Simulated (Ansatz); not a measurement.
System: C₄H₄NS (charge -1, singlet). It need not be the lowest isomer of its formula. Whether it binds its extra electron was not tested at this geometry. 
Structure (B3LYP-D3(BJ)/def2-TZVP (Ansatz, a first-principles code) minimum search):
```xyz
10

N     -2.1918    -0.7423    -0.6729
C     -0.8738    -0.2993    -0.2558
C     -0.6132     1.0114     0.1013
S      1.0873     1.0469     0.4475
C      1.3985    -0.6372     0.1426
C      0.2209    -1.2211    -0.2438
H     -2.7811     0.0845    -0.6380
H     -2.5718    -1.3909     0.0129
H      2.3700    -1.1037     0.2352
H      0.1335    -2.2666    -0.5261
```
Charge -1, spin multiplicity 1.

Basis-set convergence of Hartree-Fock and MP2 correlation energies (hartree) with Ansatz. Valence correlation only, unless marked. No spin-orbit coupling. No relativistic terms. This anion needs diffuse functions, which these sets lack.

The Hartree-Fock reference is unstable (checked in the largest basis), which strains HF and MP2. 

```tsv
basis	functions	E(HF)	E(corr, MP2)
cc-pV(D+d)Z	113	-605.71729	-0.83792
cc-pV(T+d)Z	245	-605.79239	-1.03719
cc-pV(Q+d)Z	459	___	___
```

Question: What belongs in the gaps?

Answer: 
- cc-pV(Q+d)Z, E(HF): -605.81321
- cc-pV(Q+d)Z, E(corr, MP2): -1.10974
